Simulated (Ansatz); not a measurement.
Relaxation of CH7AlBGeNO (13 atoms, charge 0, multiplicity 1), to a largest force component of 0.015 eV/Å in at most 40 steps.

Theory: Ansatz 0.2.0, RKS PBE/def2-SVP.

```xyz
13
Properties=species:S:1:pos:R:3
O -0.562 -3.179 -0.541
Ge 0.669 -1.894 -0.466
B -0.077 -0.247 0.447
C -0.506 1.267 0.370
N -0.749 0.497 1.621
Al -2.573 -0.122 1.707
H -1.270 -2.740 -1.147
H 1.166 -1.496 -1.904
H 1.882 -2.430 0.376
H 0.401 1.974 0.543
H -1.332 1.555 -0.195
H -3.414 -0.170 0.332
H -3.427 0.177 3.073
```

Problem. Where does it end, and by what steps?

Solution. The forces met the threshold. After 22 steps the energy has fallen by 2.333 eV; H13 moved furthest, 1.82 Å. Joined: O1–Al6 (4.29 → 1.97 Å).

| step | energy less start (eV) | largest force component (eV/Å) | accepted |
| --- | --- | --- | --- |
| 0 | 0.0000 | 4.125 | yes |
| 1 | -0.7393 | 1.555 | yes |
| 2 | -1.0486 | 0.857 | yes |
| 3 | -1.1380 | 0.643 | yes |
| 4 | -1.2083 | 1.020 | yes |
| 5 | -1.2725 | 0.811 | yes |
| 6 | -1.3680 | 0.591 | yes |
| 7 | -1.4954 | 0.666 | yes |
| 8 | -1.7159 | 0.798 | yes |
| 9 | -1.9859 | 0.606 | yes |
| 10 | -2.1652 | 0.795 | yes |
| 11 | -2.2034 | 1.091 | yes |
| 12 | -2.2691 | 0.683 | yes |
| 13 | -2.2902 | 0.733 | yes |
| 14 | -2.3142 | 0.158 | yes |
| 15 | -2.3152 | 0.426 | yes |
| 16 | -2.3259 | 0.151 | yes |
| 17 | -2.3289 | 0.088 | yes |
| 18 | -2.3321 | 0.039 | yes |
| 19 | -2.3325 | 0.016 | yes |
| 20 | -2.3325 | 0.020 | yes |
| 21 | -2.3325 | 0.018 | yes |
| 22 | -2.3325 | 0.006 | yes |

```xyz
13
Properties=species:S:1:pos:R:3
O -1.214 -2.133 0.147
Ge 0.552 -1.634 -0.430
B 0.236 0.268 0.139
C -0.192 1.733 0.440
N -0.959 0.509 0.780
Al -2.356 -0.741 0.938
H -1.339 -3.056 0.435
H 0.589 -2.060 -1.921
H 1.471 -2.581 0.389
H 0.232 2.291 1.297
H -0.613 2.392 -0.346
H -3.579 -0.480 -0.068
H -2.621 -1.316 2.416
```

Whether the end is a true minimum wasn't checked by a vibrational analysis.

The run took 100 s on 2 threads of Intel(R) Xeon(R) Platinum 8259CL CPU @ 2.50GHz (Skylake/Cascade Lake), on a shared host, peak memory 0.25 GiB.
